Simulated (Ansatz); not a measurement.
Geometry optimisation, RKS PBE-D4/6-31G* in Ansatz.

Input:

```yaml
crystal:
  periodic: [false, false, false]
  atoms:
    - { symbol: Al, position_ang: [0.0, 0.0, 0.0] }
    - { symbol: O, position_ang: [0.0, 0.0, 2.13] }
    - { symbol: H, position_ang: [-0.9095, -0.2814, 2.4671] }
    - { symbol: H, position_ang: [1.351, 0.0, -0.78] }
    - { symbol: "N", position_ang: [-1.6627, 0.0, -0.96] }
    - { symbol: H, position_ang: [-2.3316, -0.8164, -0.8614] }
    - { symbol: H, position_ang: [-1.9118, 0.8164, -1.5886] }
    - { symbol: Cl, position_ang: [0.1134, 2.3983, 0.7978] }
    - { symbol: H, position_ang: [0.0597, 1.263, 1.9417] }
basis:
  gaussian: { orbitals: "6-31G*" }
hamiltonian:
  xc: pbe
  dispersion: d4
relax:
  f_tol: 0.15
  max_steps: 25
  restrain:
    - { distance: [0, 7], at: 2.23, k: 30.0 }
    - { distance: [8, 1], at: 1.01, k: 30.0 }
    - { distance: [0, 1], at: 2.98, k: 30.0 }
    - { distance: [8, 7], at: 2.57, k: 30.0 }
output:
  orbitals: {}
```

Launched with:

```bash
$ ansatz run input.yaml --threads 1 --pin off --max-ram 2048MiB --backend cpu --events-out ev --progress --plain --runs-dir out
```

Q: Where does it end, and by what steps?

A: It converged. The restraints hold the end off the free minimum. After 9 steps the energy has fallen by 1.168 eV (the restraints' own energy left out); H7 moved furthest, 0.92 Å. Parted: Al1–O2 (2.13 → 2.96 Å). Joined: O2–H9 (1.28 → 0.99 Å).

| step | energy less start (eV) | largest force component (eV/Å) | accepted |
| --- | --- | --- | --- |
| 0 | 0.0000 | 2.054 | yes |
| 1 | -0.2814 | 2.276 | yes |
| 2 | -0.5899 | 2.173 | yes |
| 3 | -0.7742 | 1.003 | yes |
| 4 | -0.8993 | 1.194 | yes |
| 5 | -1.0057 | 1.335 | yes |
| 6 | -1.1055 | 0.848 | yes |
| 7 | -1.1366 | 0.887 | yes |
| 8 | -1.1681 | 0.622 | yes |
| 9 | -1.1680 | 0.926 | yes |

```xyz
9
Properties=species:S:1:pos:R:3
Al 0.033 0.475 -0.491
O -0.036 0.007 2.431
H -1.006 -0.072 2.539
H 1.323 -0.423 -0.700
N -1.612 0.067 -1.038
H -1.852 -0.807 -1.502
H -2.442 0.631 -0.860
Cl 0.197 2.511 0.348
H 0.103 0.992 2.421
```

Time of the run: 28 s on 1 thread of Arm Neoverse V2, with other jobs on the host, peak memory 0.14 GiB.
